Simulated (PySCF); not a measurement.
Sn(Cl)2(OH)(NH2) (Cl2H3NOSn), SMILES [NH2][Sn]([OH])([Cl])[Cl].

Geometry optimised at B3LYP-D3(BJ)/def2-SVP. The structure was generated by enumeration; whether it is a known compound was not checked. The def2 effective core potentials stand for the cores of Sn; spin–orbit coupling is left out. One conformer was computed; it need not be the lowest.

Computed with M06-2X/def2-TZVP run with PySCF.

The total energy comes out as -1266.55406 hartree and the highest occupied level is -9.94 eV. The lowest empty level comes out as -1.35 eV. The orbital gap comes out as 8.59 eV and the dipole moment comes out as 1.42 D. The quadrupole, principal values (traceless, Buckingham form, about the centre of nuclear charge) is -9.19, -3.53, 12.72 D·Å, the mean static polarisability is 71.3 bohr³ (10.56 Å³) and the polarisability, principal values is 63.2, 73.2, 77.3 bohr³.
